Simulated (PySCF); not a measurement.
**Correlation energy of Bi (bismuth, neutral)**

[Xe] 4f14 5d10 6s2 6p3, high-spin 4S determinant. Computed with PySCF 2.14 in x2c-TZVPPall with one added diffuse shell each of s, p, d, f type (12s8p7d4f, 99 functions), with scalar relativity by spin-free X2C-1e. Frozen: [Xe] 4f14 5d10; 5 electrons correlated.

```csv
level,correlation energy (mhartree)
CCSD,-60.30
(T),-1.75
CCSD(T),-62.05
```

Diagnostics: T1 = 0.0046, D1 = 0.0108, largest double amplitude 0.031.

Q: Is a single reference adequate?

A: Yes, within this model without spin-orbit coupling: T1 lies below 0.03 and no double amplitude reaches 0.07.

Spin-orbit coupling is strong in this species, so the high-spin LS determinant is a model state.
